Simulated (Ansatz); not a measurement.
`C=[N][AlH2]` + `C1N[SiH2]1` → `[AlH2][N]1C[SiH2]1` + `C=N` at 400 K and 1 bar (ligand exchange at the Al–N bond).

Computed with Ansatz on PBE0-D4/def2-TZVP structures; ΔE is electronic, products minus reactants. CCSD(T)/CBS is the MP2 limit (def2-TZVPP, def2-QZVPP) plus CCSD(T) − MP2 in def2-TZVPP, frozen cores. This one scheme is used for every species.

| species | CCSD(T)/CBS energy (Eh) | H − E (kJ/mol) | S (J/(mol·K)) |
| --- | --- | --- | --- |
| `C=[N][AlH2]` | -337.15304 | 136.8 | 301.9 |
| `C1N[SiH2]1` | -384.79623 | 175.1 | 290.7 |
| `[AlH2][N]1C[SiH2]1` | -627.44019 | 194.8 | 358.7 |
| `C=N` | -94.52360 | 119.4 | 238.9 |

H − E and S are ideal-gas, rigid-rotor, harmonic terms from PBE0-D4/def2-TZVP, for one conformer and one mirror image of each species. 1 Eh = 2625.50 kJ/mol, R = 8.31446 J/(mol·K).

Q: By hand: ΔE, ΔH, ΔS and ΔG.

A: ΔE = (-627.44019) + (-94.52360) − (-337.15304) − (-384.79623) = -0.01452 Eh = -38.1 kJ/mol. Δ(H − E) = 194.8 + 119.4 − 136.8 − 175.1 = 2.3, so ΔH = -35.8 kJ/mol. ΔS = 358.7 + 238.9 − 301.9 − 290.7 = 5.0 J/(mol·K). ΔG = -35.8 − 400 × (5.0)/1000 = -37.8 kJ/mol.

Q: By hand: the equilibrium constant, and the temperature at which ΔG would vanish if ΔH and ΔS stayed fixed.

A: log₁₀ K = −ΔG/(RT ln 10) = 4.9. ΔH and −TΔS have one sign here, so there is no such temperature. One of them is within its doubt of zero, so this could turn.

The number of gas molecules stays the same, so ΔS is small and ΔH decides. A doubt of 5 kJ/mol in ΔE shifts log₁₀ K by 0.7 here. Other conformers and mirror images would add mixing entropy, several J/(mol·K) or more a flexible species. These are equilibria of isolated gas molecules and say nothing of rates. Largest T1 diagnostic: 0.015 (customary marks: 0.02 for closed shells, 0.045 for open ones).
